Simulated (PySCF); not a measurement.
**Energy of As (arsenic, neutral) between two integer charges**

The 4p alpha orbital of [Ar] 3d10 4s2 4p3 is emptied in steps (occupation f), with all orbitals relaxed, ending at [Ar] 3d10 4s2 4p2. All numbers are calculated (PySCF 2.14, no relativity, point nucleus, in def2-TZVP (6s5p4d1f, 48 functions)). The exact energy is a straight line in f; departures are measured from the line between the end points of the same method.

```csv
f,UHF (eV),LDA (eV),PBE (eV),PBE0 (eV),r2SCAN (eV),LC-wPBE (eV),BHandHLYP (eV),wB97X (eV),M06-2X (eV),HSE06 (eV)
1,0.000,0.000,0.000,0.000,0.000,0.000,0.000,0.000,0.000,0.000
0.75,0.109,-0.779,-0.758,-0.542,-0.712,-0.045,-0.341,-0.095,-0.349,-0.619
0.5,0.142,-1.044,-1.013,-0.721,-0.939,-0.056,-0.455,-0.127,-0.442,-0.824
0.25,0.105,-0.786,-0.759,-0.538,-0.696,-0.039,-0.341,-0.097,-0.310,-0.618
0,0.000,0.000,0.000,0.000,0.000,0.000,0.000,0.000,0.000,0.000
```

Problem. For UHF, how does the orbital energy at f = 1 compare with the removal energy?

Solution. −ε = 10.039 eV against a total-energy difference of 9.450 eV. By Janak's theorem ε = ∂E/∂f, so the gap between them reflects the curvature. Along the path −ε is 9.731 (f = 0.75), 9.439 (f = 0.5), 9.163 (f = 0.25) eV.

| method | E(f=0) − E(f=1) (eV) | −ε at f=1 (eV) | −ε at f=0.5 (eV) |
| --- | --- | --- | --- |
| UHF | 9.450 | 10.039 | 9.439 |
| LDA | 10.053 | 5.921 | 10.035 |
| PBE | 9.900 | 5.867 | 9.898 |
| PBE0 | 9.972 | 7.079 | 9.982 |
| r2SCAN | 10.130 | 6.311 | 10.175 |
| LC-wPBE | 10.030 | 9.777 | 10.047 |
| BHandHLYP | 9.759 | 7.939 | 9.761 |
| wB97X | 9.727 | 9.216 | 9.723 |
| M06-2X | 9.778 | 7.887 | 9.903 |
| HSE06 | 9.952 | 6.654 | 9.955 |

Reference removal energy between the ground levels: 9.789 eV (measured; NIST Atomic Spectra Database, ionization energies). The calculation has no spin-orbit coupling. UHF lacks correlation.
